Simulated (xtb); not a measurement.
ClGe (SMILES [Cl][Ge]), doublet, from a rough starting geometry; GFN2-xTB run with xtb 6.7.1.

Input for xtb:
```
$ xtb mol.xyz --gfn 2 --uhf 1 --opt vtight --json

# file mol.xyz
2

Ge     0.06376981    -0.01512053    -1.01327883
Cl    -0.05412987     0.04134438     1.09956794
```

It wrote (shortened):

```
   ID    Z sym.   atoms
    1   32 Ge     1
    2   17 Cl     2

           -------------------------------------------------
          |                Calculation Setup                |
           -------------------------------------------------

           -------------------------------------------------
          |                 G F N 2 - x T B                 |
           -------------------------------------------------

          ...................................................
          :                      SETUP                      :
          :.................................................:
          :  # basis functions                  20          :
          :  # atomic orbitals                  18          :
          :  # shells                            6          :
          :  # electrons                        11          :
          :  max. iterations                   250          :
          :  Hamiltonian                  GFN2-xTB          :
          :  restarted?                      false          :
          :  GBSA solvation                  false          :
          :  PC potential                    false          :
          :  electronic temp.          300.0000000     K    :
          :  accuracy                    1.0000000          :
          :  -> integral cutoff          0.2500000E+02      :
          :  -> integral neglect         0.1000000E-07      :
          :  -> SCF convergence          0.1000000E-05 Eh   :
          :  -> wf. convergence          0.1000000E-03 e    :
          :  Broyden damping             0.4000000          :
          :  net charge                          0          :
          :  unpaired electrons                  1          :
          ...................................................

 iter      E             dE          RMSdq      gap      omega  full diag
   1     -6.3800839 -0.638008E+01  0.292E+01    0.00       0.0  T
   2     -6.4735012 -0.934173E-01  0.101E+01    0.00       1.0  T
   3     -6.4946838 -0.211826E-01  0.577E+00    0.00       1.0  T
   4     -6.4881317  0.655210E-02  0.631E+00    0.00       1.0  T
   5     -6.4948120 -0.668025E-02  0.289E-01    0.00       1.0  T
   6     -6.4948357 -0.237094E-04  0.119E-01    0.00       1.0  T
   7     -6.4948430 -0.734762E-05  0.727E-02    0.00       1.0  T
   8     -6.4948451 -0.211572E-05  0.316E-02    0.00       2.2  T
   9     -6.4948456 -0.506545E-06  0.106E-02    0.00       6.7  T
[...]
         :: total energy              -6.492110804351 Eh    ::
 * total energy  :    -6.4921108 Eh     change       -0.1813660E-10 Eh
 * total energy  :    -6.4924213 Eh     change       -0.3104596E-03 Eh
 * total energy  :    -6.4924229 Eh     change       -0.1621414E-05 Eh
 * total energy  :    -6.4924232 Eh     change       -0.3116308E-06 Eh
 * total energy  :    -6.4924232 Eh     change       -0.5041922E-10 Eh
   *** GEOMETRY OPTIMIZATION CONVERGED AFTER 5 ITERATIONS ***
         :: total energy              -6.492423197090 Eh    ::
[...]
     1  32 Ge       0.814     0.223   283.149    35.999
     2  17 Cl       0.814    -0.223   106.100    15.757

 Mol. C6AA /au·bohr⁶  :        720.299118
 Mol. C8AA /au·bohr⁸  :      51027.666472
 Mol. α(0) /au        :         51.756714

Wiberg/Mayer (AO) data.
largest (>0.10) Wiberg bond orders for each atom

 ---------------------------------------------------------------------------
     #   Z sym  total        # sym  WBO       # sym  WBO       # sym  WBO
 ---------------------------------------------------------------------------
     1  32 Ge   1.302 --     2 Cl   1.302
     2  17 Cl   1.302 --     1 Ge   1.302
 ---------------------------------------------------------------------------

Topologies differ in total number of bonds
Writing topology from bond orders to xtbtopo.mol

molecular dipole:
                 x           y           z       tot (Debye)
 q only:        0.051      -0.024      -0.906
   full:        0.045      -0.022      -0.807       2.055
molecular quadrupole (traceless):
                xx          xy          yy          xz          yz          zz
 q only:        0.075       0.002       0.072      -0.006      -0.037      -0.148
  q+dip:       -0.068       0.001      -0.071      -0.028      -0.022       0.139
   full:        0.735       0.004       0.737       0.107      -0.086      -1.471

           -------------------------------------------------
          |                Geometry Summary                 |
           -------------------------------------------------

      molecular mass/u    :      108.0804877
   center of mass at/Å    :        0.0254579       0.0032279      -0.3267016
  moments of inertia/u·Å² :        0.2095722E-15   0.1106037E+03   0.1106037E+03
rotational constants/cm⁻¹ :        0.8043830E+17   0.1524148E+00   0.1524148E+00

 * 1 selected distances

     #   Z          #   Z                                           value/Å
     0   0          0   0                                         0.0000000 (max)

 * 0 distinct bonds (by element types)

   Z      Z             #   av. dist./Å        max./Å        min./Å

optimized geometry written to: xtbopt.xyz

           -------------------------------------------------
          | TOTAL ENERGY               -6.492423197090 Eh   |
          | GRADIENT NORM               0.000000410034 Eh/α |
          | HOMO-LUMO GAP               0.000000000000 eV   |
           -------------------------------------------------

normal termination of xtb
```
